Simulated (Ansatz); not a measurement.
Mulliken charges of `O[SiH](F)O[SiH2]F` from PBE/def2-TZVPP in Ansatz (PBE0-D4/def2-TZVP geometry).

```
atom   x (Å)   y (Å)   z (Å)  charge (e)
  O1  -1.493  -1.074   1.742      -0.337
 Si2  -0.408   0.033   1.275       0.631
  F3  -1.083   1.472   1.183      -0.273
  O4   0.172  -0.308  -0.201      -0.267
 Si5   0.907   0.143  -1.574       0.561
  F6   2.306   0.819  -1.222      -0.277
  H7  -2.239  -1.285   1.180       0.193
  H8   0.653   0.067   2.284      -0.082
  H9   0.093   1.148  -2.287      -0.075
 H10   1.176  -1.066  -2.377      -0.075
```

Problem. By hand: the dipole of these point charges (1 e Å = 4.8032 D).

Solution. Σ q r = (-0.215, -0.343, -0.206) e Å, of length 0.454 e Å = 2.18 D.

Problem. How does the dipole of the full density compare? (Estimate.)

Solution. Computed: (-0.272, -0.253, -0.223) e Å, 2.08 D; the point charges give 1.05 times that, at 14° from its direction.

Point charges leave out the atoms' own dipoles, such as those of lone pairs, and Mulliken's split depends on the basis, so the close match here is no proof of good charges.
